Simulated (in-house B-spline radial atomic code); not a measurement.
A fraction x of an electron is removed from 1s in the nitrogen ion N⁵⁺, starting from 1s2 and keeping the highest spin. Method: scalar-relativistic (X2C) OLYP, spin-polarised, spherical fractional occupations, Fermi nucleus of rms radius 2.5582 fm. Calculated with a radial B-spline atomic code at the basis-set limit.

```
   x  E(x) - E(0) (eV)  1s down level (eV)
   0            0.0000            -511.964
0.12           62.0577            -522.307
0.17           88.2798            -526.571
0.35          184.4248            -541.619
0.41          217.0688            -546.504
 0.5          266.5784            -553.675
0.54          288.7879            -556.793
0.74          401.6487            -571.559
0.79          430.3124            -574.963
0.88          482.3172            -580.541
```
